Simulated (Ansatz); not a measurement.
Consider the substitution at a C–B bond: `CCB(S)Cl` + `[NH2][SbH2]` → `CC[NH][SbH2]` + `SBCl`.

Isolated molecules relaxed with PBE0-D4/def2-TZVP in Ansatz; ΔE leaves out vibrations. CBS: MP2 limit from def2 TZ/QZ plus the TZ coupled-cluster correction, frozen cores. This one scheme is used for every species. DFT in def2-TZVPP. B3LYP here is the variant with VWN-RPA as its local correlation; programs differ in this. Elements past krypton have def2 core potentials. For Sb outer-core shells are correlated without core-valence functions, which leaves a few kJ/mol of doubt a bond. Each species was taken in one conformer, which may not be the lowest.

`CCB(S)Cl`:

```xyz
11

C     1.310    0.185   -0.712
C     0.140   -0.495   -0.008
B    -0.859    0.452    0.735
S    -2.619    0.155    0.894
Cl   -0.281    1.908    1.546
H     1.891    0.792   -0.016
H     1.982   -0.552   -1.158
H     0.962    0.844   -1.510
H     0.528   -1.173    0.768
H    -0.403   -1.141   -0.705
H    -2.653   -0.975    0.167
```

`[NH2][SbH2]`:

```xyz
6

N     0.782    0.692    0.144
Sb   -1.155    0.066    0.187
H     1.433   -0.009   -0.182
H     0.887    1.513   -0.438
H    -1.100   -1.118   -1.065
H    -0.847   -1.145    1.355
```

`CC[NH][SbH2]`:

Cartesian coordinates in Å:
```
C -1.548 -0.234 -0.802
C -0.347 -0.255 0.123
N 0.694 0.639 -0.353
Sb 2.456 0.732 0.645
H -1.257 -0.509 -1.818
H -1.997 0.764 -0.836
H -2.317 -0.930 -0.458
H 0.073 -1.266 0.155
H -0.669 -0.026 1.151
H 0.329 1.569 -0.520
H 1.841 0.464 2.237
H 2.742 -0.948 0.476
```

`SBCl`:

Cartesian coordinates in Å:
```
S 1.265 0.448 -0.003
B -0.338 -0.312 0.116
Cl -0.487 -1.816 0.990
H 0.865 1.509 -0.725
H -1.305 0.172 -0.378
```

(1) Is it downhill or uphill in electronic energy at CCSD(T)/CBS, and by how much? (Best estimate.)

(2) What do these levels give: PBE0, B3LYP, HF/def2-TZVPP, CCSD/def2-TZVPP, SCS-MP2/def2-QZVPP, CCSD/CBS(def2)? (Estimate.)

Largest T1 diagnostic among the species: 0.013.

Answers

(1) The calculation gave: Uphill: ΔE = +0.69 eV.

(2) The calculation gave: PBE0 0.71, B3LYP 0.66, HF/def2-TZVPP 0.65, CCSD/def2-TZVPP 0.68, SCS-MP2/def2-QZVPP 0.67, CCSD/CBS(def2) 0.70 eV.
